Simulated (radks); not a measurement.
Question: Br IV, configuration [Ar] 3d9 4s2 4p2 4f1 (not the ground configuration). Method: Dirac Kohn-Sham, PBEsol, spin-unpolarised, spherical densities, point nucleus; open shells fill j = l - 1/2 first; computed with a radial shooting solver on a logarithmic mesh with Libxc functionals. Some entries of the table are withheld. Estimate them.

| orbital | occ. | eigenvalue (eV) | r(max) (bohr) |
|---|---|---|---|
| 1s1/2 | 2 | -13367.86 | (1) |
| 2s1/2 | 2 | -1796.267 | 0.1594 |
| 2p1/2 | 2 | -1624.423 | 0.1253 |
| 2p3/2 | 4 | -1576.977 | 0.1285 |
| 3s1/2 | 2 | -297.8881 | (2) |
| 3p1/2 | 2 | -238.0419 | (3) |
| 3p3/2 | 4 | -231.0147 | (4) |
| 3d3/2 | 4 | -127.1908 | 0.4229 |
| 3d5/2 | 5 | -126.0370 | 0.4255 |
| 4s1/2 | 2 | -63.5241 | 1.316 |
| 4p1/2 | 2 | -48.5223 | 1.438 |
| 4p3/2 | 0 | -47.6303 | 1.460 |
| 4d3/2 | 0 | -26.2636 | 1.868 |
| 4d5/2 | 0 | -26.1678 | 1.876 |
| 5s1/2 | 0 | -22.6503 | 3.132 |
| 5p1/2 | 0 | -18.4929 | 3.581 |
| 5p3/2 | 0 | -18.2947 | 3.622 |
| 4f5/2 | 1 | (5) | 3.447 |
| 4f7/2 | 0 | (6) | 3.448 |
| 5f5/2 | 0 | -6.9558 | 7.553 |
| 5f7/2 | 0 | -6.9552 | 7.553 |

Answer: 
(1) 1s1/2 r(max) (bohr): 0.02793
(2) 3s1/2 r(max) (bohr): 0.4824
(3) 3p1/2 r(max) (bohr): 0.4728
(4) 3p3/2 r(max) (bohr): 0.4813
(5) 4f5/2 eigenvalue (eV): -12.0733
(6) 4f7/2 eigenvalue (eV): -12.0724
